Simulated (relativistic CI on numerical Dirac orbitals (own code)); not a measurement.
Sm²⁺ (4f6) in a crystal field

Calculated by Dirac-Coulomb-Breit CI, KLI orbitals optimised for each configuration, a model potential for QED, valence Slater integrals scaled by 0.85, one configuration in a parametric crystal field (own radial code).

Field parameters in Wybourne normalisation; cubic f-shell fields have B⁴₄ = √(5/14) B⁴₀ and B⁶₄ = −√(7/2) B⁶₀. The field is a parameter set, without covalency.

S and J are read from ⟨S²⟩ = S(S + 1) and ⟨J²⟩ = J(J + 1) of each level; they are not fictitious spins.

D3h, B20 = 260, B40 = -400, B60 = -290, B66 = 350 cm⁻¹, the lowest 16 levels:

```
E (cm⁻¹)  Degeneracy     S     J
     0.0           1  2.95  0.05
     271           2  2.96  1.01
     342           1  2.96  1.03
     798           2  2.97  2.01
     803           2  2.97  2.01
     887           1  2.97  2.00
    1463           1  2.98  3.00
    1498           1  2.98  3.01
    1498           1  2.98  3.00
    1505           2  2.98  3.02
    1522           2  2.98  3.00
    2240           2  2.98  4.00
    2271           2  2.98  4.00
    2284           1  2.98  4.00
    2307           1  2.98  4.00
    2312           2  2.98  4.01
```

Oh, B40 = -1130, B60 = 80 cm⁻¹, the lowest 10 levels:

| E (cm⁻¹) | Degeneracy | Irrep | S | J |
| --- | --- | --- | --- | --- |
| 0.0 | 1 | A1 | 2.95 | 0.17 |
| 287 | 3 | T1 | 2.96 | 1.09 |
| 721 | 3 | T2 | 2.97 | 2.08 |
| 939 | 2 | E | 2.97 | 2.01 |
| 1481 | 3 | T1 | 2.98 | 3.02 |
| 1538 | 3 | T2 | 2.98 | 2.99 |
| 1590 | 1 | A2 | 2.98 | 3.01 |
| 2130 | 1 | A1 | 2.98 | 4.02 |
| 2243 | 3 | T1 | 2.98 | 4.00 |
| 2311 | 2 | E | 2.98 | 4.00 |

The next free-ion level lies 293 cm⁻¹ above the lowest; the ground level cannot split, and the field only mixes in higher J.

Levels of this model without a field, named by their leading LS term: ⁷F0 0, ⁷F1 293, ⁷F2 816, ⁷F3 1499, ⁷F4 2289, ⁷F5 3147, ⁷F6 4045, ⁵D0 14383 cm⁻¹.
